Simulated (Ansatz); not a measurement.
Start from `F[SiH2][GaH2]` and change one element to get `B[SiH2]F`.

Ansatz, PBE0-D4/def2-TZVP geometries, multiplicity 1. 

Scalar relativity is left out up to krypton.

```tsv
property	`F[SiH2][GaH2]`
HOMO energy (PBE/def2-TZVPP) / eV	-6.56
HOMO–LUMO gap (PBE/def2-TZVPP) / eV	3.46
HOMO–LUMO gap (ωB97M-V/def2-TZVPP) / eV	9.15
zero-point energy (PBE0-D4/def2-TZVP) / kJ/mol	86.0
HOMO energy (B3LYP/def2-TZVPP) / eV	-7.50
LUMO energy (PBE/def2-TZVPP) / eV	-3.10
```

Question: What does the change do to each property? (An estimate is asked.)

Answer: The calculation gave: 
```csv
property,`B[SiH2]F`,shift
HOMO energy (PBE/def2-TZVPP) / eV,-7.22,-0.66
HOMO–LUMO gap (PBE/def2-TZVPP) / eV,3.51,0.05
HOMO–LUMO gap (ωB97M-V/def2-TZVPP) / eV,9.99,0.84
zero-point energy (PBE0-D4/def2-TZVP) / kJ/mol,102.9,16.9
HOMO energy (B3LYP/def2-TZVPP) / eV,-8.34,-0.84
LUMO energy (PBE/def2-TZVPP) / eV,-3.71,-0.61
```

With PBE0 the HOMO falls by 0.83 eV and the LUMO falls by 0.39 eV, so the gap widens by about 0.44 eV. PBE moves the HOMO by -0.66 eV and ωB97M-V by -0.99 eV.

B3LYP here is the variant with VWN-RPA as its local correlation; programs differ in this.
